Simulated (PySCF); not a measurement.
# Shapes and spin states of KO₂

These are results of PBE/[K def2-TZVP, O def2-TZVP], no relativity, density fitting, PySCF, not measurements.

Relaxations began from a few typed shapes and spin states; open shells are unrestricted. The search is not exhaustive: other isomers or separated fragments can lie lower, and high-lying points may rest on an excited occupation.

**Question.** Which is the lowest minimum found?
A. quartet D∞h: K–O 2.465 Å (×2); O–K–O 180.0°
B. quartet D∞h: K–O 2.468 Å (×2); O–K–O 180.0°
C. broken-symmetry Ms = 1/2 (⟨S²⟩ 1.75) D∞h: K–O 2.467 Å (×2); O–K–O 180.0°

**Answer.** A. The others lie at 0.4 (quartet D∞h), 62.5 (broken-symmetry Ms = 1/2 D∞h) kJ/mol above it.

The electron or spin density has lower symmetry than the nuclear frame for the quartet D∞h at 0.4 kJ/mol, broken-symmetry Ms = 1/2 (⟨S²⟩ 1.75) D∞h at 62.5 kJ/mol.
